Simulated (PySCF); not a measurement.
PySCF 2.14 output of an unrestricted PBE calculation on a single atom or ion in x2c-TZVPPall with one added diffuse shell each of s, p, d, f type (12s8p8d5f2g, 129 functions), with the spin-free X2C one-electron Hamiltonian (Gaussian nucleus):

```
SCF conv_tol = 1e-09
number electrons alpha = 34  beta = 28
    J. P. Perdew, K. Burke, and M. Ernzerhof.,  Phys. Rev. Lett. 77, 3865 (1996)
    J. P. Perdew, K. Burke, and M. Ernzerhof.,  Phys. Rev. Lett. 78, 1396 (1997)
    J. P. Perdew, K. Burke, and M. Ernzerhof.,  Phys. Rev. Lett. 77, 3865 (1996)
    J. P. Perdew, K. Burke, and M. Ernzerhof.,  Phys. Rev. Lett. 78, 1396 (1997)
cycle= 1 E= -11706.7746293129  delta_E= -0.03  |g|= 0.323  |ddm|= 0.311
cycle= 2 E= -11706.7593719678  delta_E= 0.0153  |g|= 0.527  |ddm|= 0.327
cycle= 3 E= -11706.7851552573  delta_E= -0.0258  |g|= 0.0121  |ddm|= 0.191
cycle= 4 E= -11706.785176931  delta_E= -2.17e-05  |g|= 0.000769  |ddm|= 0.00786
cycle= 5 E= -11706.7851770143  delta_E= -8.33e-08  |g|= 0.000111  |ddm|= 0.000637
cycle= 6 E= -11706.7851770163  delta_E= -1.98e-09  |g|= 9.99e-06  |ddm|= 8.85e-05
cycle= 7 E= -11706.7851770163  delta_E= -1.09e-11  |g|= 5.11e-07  |ddm|= 5.93e-06
converged SCF energy = -11706.7851770163  <S^2> = 12.00337  2S+1 = 7.0009628
```

The run itself started from symmetry-adapted Hartree-Fock orbitals and held the occupation by maximum overlap, on a logarithmic radial grid, so the iterations belong to that start.

Task: Which element, charge and spin multiplicity is this?

Result: Tb³⁺ (terbium, charge +3), multiplicity 7; the state was [Xe] 4f8, high-spin 7F determinant.

Spin-orbit coupling, absent here, splits the open shell strongly.
